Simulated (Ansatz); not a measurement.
`C1CO[SiH2]N1`. The species carries charge 0 and has multiplicity 1.

| atom | x (Å) | y (Å) | z (Å) |
| --- | --- | --- | --- |
| C1 | -0.446 | 0.544 | 0.886 |
| C2 | 0.983 | 0.008 | 0.845 |
| O3 | 1.350 | -0.182 | -0.516 |
| Si4 | 0.012 | -0.496 | -1.436 |
| N5 | -1.129 | -0.155 | -0.193 |
| H6 | -0.901 | 0.327 | 1.858 |
| H7 | -0.442 | 1.635 | 0.749 |
| H8 | 1.040 | -0.951 | 1.373 |
| H9 | 1.690 | 0.702 | 1.305 |
| H10 | 0.001 | 0.396 | -2.629 |
| H11 | -0.058 | -1.900 | -1.918 |
| H12 | -2.099 | 0.071 | -0.324 |

List the harmonic frequencies (cm⁻¹, unscaled) at PBE0-D4/def2-TZVP in Ansatz. (Estimate.)

Computed: 148, 234, 334, 524, 605, 617, 696, 778, 831, 861, 928, 946, 1023, 1084, 1118, 1129, 1217, 1240, 1305, 1380, 1414, 1505, 1515, 2195, 2220, 2990, 3031, 3068, 3106, 3667.

Is this a minimum?

Yes, all 30 modes are real.

Give the ideal-gas thermochemistry at 298.15 K and 1 bar (rigid rotor, harmonic oscillator; point group C1, symmetry number 1).

Zero-point energy 249.5 kJ/mol; H(298) − E = 266.3 kJ/mol; entropy 309.0 J/(mol·K), of which translation 164.9, rotation 107.3, vibration 36.8; G(298) − E = 174.2 kJ/mol.
